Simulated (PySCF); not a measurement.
W(O)2(F)2 cation (F2O2W), SMILES [O]=[W]([F])(=[O])[F] (connectivity only; charge and spin as stated), charge +1, multiplicity 2. Atoms are numbered in the order given.

```xyz
5

W      0.0000     0.0000     0.0180
O      0.0000    -1.2900    -1.1532
O      0.0000     1.2900    -1.1532
F     -1.5615     0.0000     0.9510
F      1.5615     0.0000     0.9510
```
Charge +1, spin multiplicity 2.

Geometry: B3LYP-D3(BJ)/def2-SVP. The multiplicity is an assumed one; other spin states were not compared. The isomer is the one that the SMILES or the coordinates give; other isomers of the formula were not compared. The def2 effective core potentials stand for the cores of W; spin–orbit coupling is left out.

These are B3LYP-D3(BJ)/def2-SVP (PySCF) values and carry that method's errors.

Frequencies are harmonic and unscaled.

| mode | ν (cm⁻¹) | IR (km/mol) | moving atoms (share of kinetic energy) |
|---|---|---|---|
| 1 | 165 | 35.5 | F 53 %, O 36 %, W 10 % |
| 2 | 185 | 8.4 | F 89 %, W 10 % |
| 3 | 238 | 6.2 | O 62 %, F 26 %, W 13 % |
| 4 | 244 | 0.0 | O 64 %, F 36 % |
| 5 | 262 | 3.9 | O 93 % |
| 6 | 362 | 39.6 | O 77 %, W 17 % |
| 7 | 776 | 61.1 | F 94 % |
| 8 | 791 | 109.1 | F 85 %, W 15 % |
| 9 | 962 | 42.1 | O 93 % |
